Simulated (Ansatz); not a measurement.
Energy needed to pull apart SnH₂O₂ (SMILES [OH][Sn][OH]), singlet, into free ground-state atoms, from the structure below (displaced at random from its PBE0-D4/def2-TZVP minimum); no zero-point or spin–orbit terms; open-shell atoms are treated unrestricted, in their ground-state multiplicity.

O1  (-0.978, 0.147, -0.598)
Sn2  (-0.152, -0.920, 0.780)
O3  (1.572, -0.030, 0.552)
H4  (-1.829, 0.034, -0.801)
H5  (1.472, 0.653, -0.092)
(Å)

Program: Ansatz 0.2.0. Basis: def2-TZVPP. Cores are frozen in the correlated methods. Filled d shells of the heavier atoms are correlated. Core potentials replace the inner electrons of the atoms past krypton. The def2 sets are not built for correlating such inner shells, so the correlated values are less sure here.

```tsv
method	atomization energy (kcal/mol)
PBE-D4	409.5
r2SCAN-D4	399.3
PBE0-D4	390.9
wB97M-V	?
HF	?
MP2	401.0
CCSD	377.6
CCSD(T)	387.3
```

Question: What does HF give? (Judge from chemistry; the value comes from the calculation.)

Answer: By the calculation: 245.7 kcal/mol, which is about 141.6 kcal/mol less than CCSD(T)/def2-TZVPP.

Question: What does wB97M-V give? (To be estimated.)

Answer: The calculation gives: 398.8 kcal/mol, which is about 11.5 kcal/mol more than CCSD(T)/def2-TZVPP.

In triple zeta the MP2 and coupled-cluster atomization energies are still short of their basis limit by a few kcal/mol a bond, whereas those of the functionals are nearly converged, so these differences are not deviations from converged CCSD(T).

T1 diagnostic: at most 0.018.

For scale, one of the runs: CCSD(T)/def2-TZVPP forces, 140 basis functions (an equivalent command: `ansatz run in.yaml --threads 2`). Hardware: 2 CPU threads, shared host. Wall time 110 s; peak host memory 1.6 GiB.
